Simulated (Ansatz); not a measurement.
Geometry optimisation, RKS PBE-D4/def2-SVP (Ansatz).

The input (input.yaml):

```yaml
crystal:
  periodic: [false, false, false]
  atoms:
    - { symbol: S, position_ang: [-1.5258, -1.4359, -0.8884] }
    - { symbol: B, position_ang: [-0.1289, -0.2323, -0.6019] }
    - { symbol: Sb, position_ang: [0.6994, -0.0193, 1.4374] }
    - { symbol: H, position_ang: [-2.4345, -0.3641, -0.6308] }
    - { symbol: H, position_ang: [0.326, 0.3907, -1.5128] }
    - { symbol: H, position_ang: [0.7261, 1.7506, 1.3202] }
    - { symbol: H, position_ang: [2.399, -0.1577, 0.8307] }
basis:
  gaussian: { orbitals: def2-SVP }
hamiltonian:
  xc: pbe
  dispersion: d4
relax:
  f_tol: 0.02
  max_steps: 50
```

Command:

```bash
$ ansatz run input.yaml --threads 1 --pin off --max-ram 2048MiB --backend cpu --events-out ev --progress --plain --runs-dir out
```

Task: Where does it end, and by what steps?

Result: The forces met the threshold. After 27 steps the energy has fallen by 1.224 eV; H5 moved furthest, 1.91 Å.

| step | energy less start (eV) | largest force component (eV/Å) | accepted |
| --- | --- | --- | --- |
| 0 | 0.0000 | 0.939 | yes |
| 1 | -0.0800 | 0.587 | yes |
| 2 | -0.1379 | 0.197 | yes |
| 3 | -0.2566 | 0.578 | yes |
| 4 | -0.4750 | 1.153 | yes |
| 5 | -0.6790 | 1.813 | yes |
| 6 | -0.8818 | 1.007 | yes |
| 7 | -1.0169 | 0.813 | yes |
| 8 | -1.0876 | 0.650 | yes |
| 9 | -1.1132 | 0.309 | yes |
| 10 | -1.1121 | 0.378 | no |
| 11 | -1.1299 | 0.110 | yes |
| 12 | -1.1344 | 0.033 | yes |
| 13 | -1.1367 | 0.164 | yes |
| 14 | -1.1397 | 0.165 | yes |
| 15 | -1.1501 | 0.295 | yes |
| 16 | -1.1540 | 0.236 | yes |
| 17 | -1.1509 | 0.528 | no |
| 18 | -1.1735 | 0.150 | yes |
| 19 | -1.1852 | 0.138 | yes |
| 20 | -1.1940 | 0.454 | yes |
| 21 | -1.2189 | 0.109 | yes |
| 22 | -1.2197 | 0.111 | yes |
| 23 | -1.2142 | 0.139 | no |
| 24 | -1.2238 | 0.042 | yes |
| 25 | -1.2239 | 0.040 | yes |
| 26 | -1.2229 | 0.036 | no |
| 27 | -1.2243 | 0.005 | yes |

```xyz
7
Properties=species:S:1:pos:R:3
S -0.873 -1.404 -0.868
B -0.558 0.208 -0.190
Sb 0.833 0.433 1.571
H -1.842 -1.087 -1.781
H -1.155 1.181 -0.601
H 1.840 1.529 0.683
H 1.817 -0.928 1.142
```

Whether the end is a true minimum wasn't checked by a vibrational analysis.

Time of the run: 63 s on 1 thread of Arm Neoverse V1 (shared host), peak memory 0.12 GiB.
